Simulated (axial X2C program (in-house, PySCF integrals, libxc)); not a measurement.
**RbTe⁺: from Re and ωe to a spectrum**

A bond curve at the CCSD(T) level, with spin–orbit coupling, was computed with an in-house all-electron X2C program for linear molecules (integrals from PySCF) (basis Te dyall-cv3z [11s12p8d4f1g], Rb dyall-cv3z [12s13p8d4f1g] (cores contracted in-house)) for the state Ω = 1 (⟨Sz⟩ = 0.79, ⟨Lz⟩ = 0.21 at HF). Its fit gives Re = 3.8270 Å, ωe = 59.7 cm⁻¹, ωexe = 0.425 cm⁻¹ and αe = 1.691e-04 cm⁻¹; the masses are 129.9062 and 84.9118 u. Two-component means X2C with spin–orbit coupling and atomic mean-field Coulomb and Gaunt terms.

Correlated methods: 14 electrons correlated (number of frozen shells: Te 4 s, 3 p, 2 d; Rb 3 s, 2 p, 1 d), 314 virtual spin orbitals or spinors in MP2, 90 natural virtuals in coupled cluster.

Find the reduced mass, Be and the force constant.

From the CCSD(T) values: μ = 51.3484 u. Be = 16.8576/(μ Re²) = 0.02242 cm⁻¹. k = 5.8918×10⁻⁷ μ ωe² = 0.108 mdyn/Å.

A Morse curve ties αe to the other constants (Pekeris). How well does that hold?

αe(Morse) = 6Be²/ωe × (√(ωexe/Be) − 1) = 1.694e-04 cm⁻¹; the CCSD(T) curve gives 1.691e-04 cm⁻¹, a ratio of 1.00.

Where do the fundamental and the first overtone lie?

ν(1←0) = ωe − 2ωexe = 58.9 cm⁻¹; ν(2←0) = 2ωe − 6ωexe = 116.9 cm⁻¹.

Estimate De from a Morse curve and compare with the computed well depth of 0.213 eV to Te + Rb+.

De(Morse) = ωe²/(4ωexe) = 0.260 eV against 0.213 eV computed, a ratio of 1.22. The extrapolation overshoots: the well softens faster than a Morse curve, or the lowest atomic limit lies below the one to which the curve heads.

Estimate the centrifugal constant by the Kratzer relation.

D = 4Be³/ωe² = 1.26e-08 cm⁻¹.

Occupations by symmetry block were frozen at the best pattern of an incomplete PBE0 search. De is counted from the lowest determinant-based energies of the atoms at the same level, without counterpoise correction. CCSD and (T) use frozen natural virtuals with an MP2 correction for the truncation; (T) itself is uncorrected, so its De runs slightly low. Other states lie close and PBE0, whose exact exchange favours high spin, may order them wrongly; the determinant shown need not be the ground state. The nearest other 2c determinant of the search, Ω = 2, lies 0.17 eV up at the distance of the search. With several unpaired electrons one determinant need not be a pure state. Open-shell Ω = 0 determinants with evenly filled partner blocks cannot be reached by this program, so the Ω shown need not be the lowest component. This is the Ω = 1 component of a π² triplet; the 0⁺ component is not one determinant and can lie lowest. With the outer-core shells frozen, correlated bond lengths of heavy atoms tend to come out a few hundredths of an ångström too long. The bond is weak, and without diffuse functions and with truncated virtuals even CCSD(T) can be tens of per cent off in De.
